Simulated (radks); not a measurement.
The numbers below are computed, except where a source is named.
Problem. The chromium ion Cr17+, [He] 2s2 2p3. Level of theory: non-relativistic Kohn-Sham, exchange-only B88, spin-polarised, spherical densities, point nucleus (a radial shooting solver on a logarithmic mesh with Libxc functionals). Every spin shell is full or empty, so the densities are truly spherical. Functionals are evaluated on that one density, not self-consistently. Rank these exchange functionals by their error against the exact value of the orbitals, and give that value: LDA, B88, PBE, PBEsol, revPBE, SOGGA, EV93, SCAN, r2SCAN, MS2, Tao-Mo, TASK, MVS.

Solution. Exact: -28.4911 hartree. From best to worst, with 100 (|E| - |E exact|)/|E exact| (equal figures are ties): MS2 -0.01, SCAN +0.02, r2SCAN -0.21, Tao-Mo -0.21, revPBE -0.28, B88 -0.29, MVS -0.45, PBE -1.00, EV93 +1.94, TASK -2.55, PBEsol -4.27, SOGGA -4.36, LDA -9.65.
